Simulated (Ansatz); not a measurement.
Basis-set extrapolation for `COC(O)[SiH3]` (PBE0-D4/def2-TZVP geometry, frozen core, Ansatz). Multiplicity 1, RHF reference.

```csv
,def2-TZVPP,def2-QZVPP
HF,-519.126388,-519.146393
MP2 correlation,-0.952176,-1.022447
CCSD(T) correlation,-1.035444,not run
```

Energies in hartree. Use E(X) = E(∞) + A·exp(−7.88·√X) for Hartree–Fock and E(X) = E(∞) + B·X^(−2.97) for correlation, with X = 3 and 4, and add CCSD(T) minus MP2 of the smaller set to the MP2 limit.

Problem. What is the CCSD(T) energy at the basis-set limit?

Solution. HF limit: -519.146393 + (-0.020005) × 0.13774 = -519.14915. MP2 limit: -1.022447 + (-0.070271) × 0.74074 = -1.07450. Higher-order term: -1.035444 − (-0.952176) = -0.08327. Total: -520.30692 hartree, 91.0 kcal/mol below CCSD(T)/def2-TZVPP.
